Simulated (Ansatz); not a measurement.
Geometry optimisation, DFT r2SCAN-D3(BJ), scalar-relativistic, plane waves, PAW (Ansatz).

Input:

```yaml
crystal:
  lattice:
    - [8.054832, 0.0, 0.0]
    - [0.0, 8.054832, 0.0]
    - [0.0, 0.0, 8.054832]
  atoms:
    - { symbol: C, position: [0.3659322, 0.2406286, 0.6123907] }
    - { symbol: O, position: [0.4306808, 0.2157751, 0.4499176] }
    - { symbol: H, position: [0.2351195, 0.2713107, 0.5967904] }
    - { symbol: H, position: [0.5473519, 0.1882767, 0.4614859] }
    - { symbol: H, position: [0.3752076, 0.1286976, 0.689362] }
    - { symbol: H, position: [0.4270727, 0.3436167, 0.6771551] }
    - { symbol: C, position: [0.4791726, 0.7007297, 0.250194] }
    - { symbol: O, position: [0.378905, 0.5764522, 0.3257528] }
    - { symbol: H, position: [0.4087837, 0.8159922, 0.2577238] }
    - { symbol: H, position: [0.4398224, 0.4727239, 0.3201297] }
    - { symbol: H, position: [0.5975951, 0.7180674, 0.3151143] }
    - { symbol: H, position: [0.5044896, 0.6740143, 0.1191044] }
    - { symbol: C, position: [0.8745192, 0.1927761, 0.8367246] }
    - { symbol: O, position: [0.7259672, 0.1638754, 0.7455947] }
    - { symbol: H, position: [0.9140113, 0.0723643, 0.8840333] }
    - { symbol: H, position: [0.6889667, 0.2700502, 0.7024672] }
    - { symbol: H, position: [0.973987, 0.2433024, 0.7586706] }
    - { symbol: H, position: [0.854861, 0.2764028, 0.9423621] }
    - { symbol: C, position: [0.5254791, 0.1339493, 0.1073344] }
    - { symbol: O, position: [0.6425797, 0.0066994, 0.071244] }
    - { symbol: H, position: [0.4626715, 0.0965111, 0.2211339] }
    - { symbol: H, position: [0.6997828, 0.0380812, -0.0299741] }
    - { symbol: H, position: [0.5851072, 0.2545106, 0.1285145] }
    - { symbol: H, position: [0.432274, 0.1477518, 0.0090417] }
    - { symbol: C, position: [0.8652119, 0.0957656, 0.3599803] }
    - { symbol: O, position: [0.7684477, -0.0489001, 0.3297129] }
    - { symbol: H, position: [0.8190906, 0.1906306, 0.2753033] }
    - { symbol: H, position: [0.8079348, -0.1348562, 0.404241] }
    - { symbol: H, position: [0.8514875, 0.1413186, 0.4875566] }
    - { symbol: H, position: [0.9974576, 0.0756976, 0.3345343] }
    - { symbol: C, position: [0.0577432, 0.7220692, 0.4228264] }
    - { symbol: O, position: [-0.0115591, 0.6505274, 0.2769273] }
    - { symbol: H, position: [-0.0300823, 0.6971933, 0.5226492] }
    - { symbol: H, position: [0.0652177, 0.6715585, 0.1865662] }
    - { symbol: H, position: [0.1775448, 0.6663741, 0.4557624] }
    - { symbol: H, position: [0.0735696, 0.8568505, 0.4117504] }
basis:
  ecutwfc: 500.0
kpoints:
  mp_grid: { grid: [1, 1, 1] }
hamiltonian:
  xc: r2scan
  dispersion: d3bj
scf:
  occupations: { method: fermi_dirac, width: 0.05 }
  lower_state_search: "off"
relax:
  f_tol: 0.3
  max_steps: 15
  adjacent_minimum: "off"
output:
  write_density: true
  write_potential: true
  elf: true
  volumetric_format: npy
```

Launched with:

```bash
$ ansatz run input.yaml --threads 1 --pin off --max-ram 3072MiB --backend cpu --events-out ev --progress --plain --runs-dir out
```

**Question.** Where does it end, and by what steps?

**Answer.** It converged. The threshold is loose, so the end isn't yet a minimum. The force dipped under the threshold on the way, but the program's further checks kept it going. Limits of this set-up: coarse k mesh. After 9 steps the energy has fallen by 1.471 eV; H34 moved furthest, 1.25 Å.

| step | energy less start (eV) | largest force component (eV/Å) | accepted |
| --- | --- | --- | --- |
| 0 | 0.0000 | 1.389 | yes |
| 1 | -0.4158 | 0.590 | yes |
| 2 | -0.6690 | 0.838 | yes |
| 3 | -0.9007 | 0.421 | yes |
| 4 | -1.0741 | 0.724 | yes |
| 5 | -1.2168 | 0.497 | yes |
| 6 | -1.3240 | 0.281 | yes |
| 7 | -1.3240 | 0.281 | yes |
| 8 | -1.4058 | 0.180 | yes |
| 9 | -1.4711 | 0.226 | yes |

```xyz
36
Lattice="8.0548 0.0000 0.0000 0.0000 8.0548 0.0000 0.0000 0.0000 8.0548" Properties=species:S:1:pos:R:3
C 3.079 1.889 4.902
O 3.774 2.010 3.668
H 2.048 2.208 4.743
H 4.445 1.304 3.581
H 3.079 0.859 5.274
H 3.511 2.535 5.678
C 3.941 5.221 2.026
O 2.887 4.357 2.445
H 3.601 6.250 2.140
H 3.264 3.504 2.725
H 4.839 5.074 2.636
H 4.202 5.068 0.976
C 7.330 1.788 6.768
O 6.153 1.547 5.998
H 7.714 0.813 7.059
H 5.800 2.390 5.690
H 8.089 2.308 6.178
H 7.116 2.366 7.670
C 3.875 1.136 0.419
O 4.529 0.074 -0.251
H 3.465 0.750 1.351
H 5.028 0.478 -0.980
H 4.563 1.952 0.676
H 3.051 1.556 -0.174
C 6.952 1.041 2.779
O 5.779 0.263 3.021
H 6.624 1.972 2.313
H 6.039 -0.639 3.231
H 7.469 1.283 3.714
H 7.634 0.522 2.102
C 0.447 5.752 3.925
O 0.220 5.064 2.701
H -0.486 5.759 4.498
H 1.101 4.762 2.409
H 1.219 5.256 4.528
H 0.760 6.791 3.758
```

Whether the end is a true minimum wasn't checked by a vibrational analysis.

Time of the run: 7.3 min on 1 thread of Intel(R) Xeon(R) Platinum 8259CL CPU @ 2.50GHz (Skylake/Cascade Lake), on a shared host, peak memory 1.4 GiB.
